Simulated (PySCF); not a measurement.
CH5FOS2Si, singlet, at a GFN2-xTB geometry, atoms displaced at random by about 0.08 Å a coordinate. Base run: PBE/STO-3G, gradient (PySCF).

Here is a job for PySCF.
```python
from pyscf import gto, scf, dft

mol = gto.Mole()
mol.atom = '''
    C    -2.50219631    0.96726386   -0.05262348
    O    -1.20363471    0.72135088   -0.33913944
    Si    0.05413170   -0.25064781   -0.19597400
    F    -0.27458144   -1.79883888   -0.55189251
    S     1.62462493    0.39256693   -1.35891659
    S     0.30755651   -0.19712166    1.95044387
    H    -2.91730830    1.69419327   -0.38831515
    H    -2.33831022    1.05885196    1.07133295
    H    -3.02218456    0.04809356   -0.17168363
    H     1.67711322    1.77615846   -1.14773682
    H     1.13877919   -0.83607176    2.07992216
'''
mol.basis = 'sto-3g'
mol.verbose = 4
mol.build()

mf = dft.RKS(mol)
mf.xc = 'pbe'
mf.kernel()
g = mf.nuc_grad_method()
grad = g.kernel()
```

The coordinate followed is y of atom 7.

Each row names what was changed in the base input (with any setting that the change needs).

```
change                                                  dE/dx (Eh/bohr)  net force (Eh/bohr)
------------------------------------------------------  ---------------  -------------------
base                                                          -0.229397             0.000139
density fitting = on                                          -0.229392             0.000139
finite difference step (bohr) = 1e-4; conv_tol = 1e-11        -0.229396                    -
finite difference step (bohr) = 1e-3; conv_tol = 1e-11        -0.229396                    -
grid_response = on                                            -0.229395             0.000000
conv_tol = 1e-11                                              -0.229397             0.000139
grids.level = 1; grid_response = off                          -0.229392             0.000877
density fitting = on; auxbasis_response = off                 -0.229399             0.002628
grids.level = 0; grid_response = off                          -0.228481             0.023065
conv_tol = 1e-4                                               -0.229400             0.000139
grids.level = 1; grid_response = on                           -0.229393             0.000000
conv_tol = 1e-6                                               -0.229401             0.000139
```

The net force is zero for an exact gradient.
